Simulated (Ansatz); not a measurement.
Program: Ansatz. Geometries: PBE0-D4/def2-TZVP. ΔE: electronic, gas phase. CBS: MP2 limit from def2 TZ/QZ plus the TZ coupled-cluster correction, frozen cores. This one scheme is used for every species. DFT in def2-TZVPP. B3LYP here is the variant with VWN-RPA as its local correlation; programs differ in this. One conformer a species, not always the lowest.

`N[SiH2][SiH](N)F` + H₂S → `N[SiH2][SiH](F)S` + NH₃  (ligand exchange at the Si–N bond)

CCSD(T)/CBS gives -3.3 kJ/mol.

(1) Another level gave +3.2 kJ/mol. Which?
A. PBE0-D4/def2-TZVPP
B. B3LYP-D4/def2-TZVPP
C. HF/def2-TZVPP
D. CCSD/def2-TZVPP

Largest T1 diagnostic among the species: 0.012.

Answers

(1) D. CCSD/def2-TZVPP 3.2, B3LYP-D4 -2.1, PBE0-D4 -10.2, HF/def2-TZVPP 13.1 kJ/mol.

From PBE to PBE0 (25 % exact exchange), in def2-TZVPP and without D4, ΔE moves by +3.5 kJ/mol. In def2-TZVPP, CCSD(T) changes the Hartree–Fock value by −13.5 kJ/mol (the triples alone add −3.6 kJ/mol) and MP2 by −16.8 kJ/mol. The D4 term adds −4.2 kJ/mol with B3LYP and −2.2 kJ/mol with PBE0; it sums over pairs of atoms, weighted by their polarisabilities, and B3LYP, whose exchange is more repulsive, gets the larger term.

CCSD(T)/CBS has its own doubt, a few kJ/mol and more with outer-core shells, so smaller differences from it don't rank the levels.
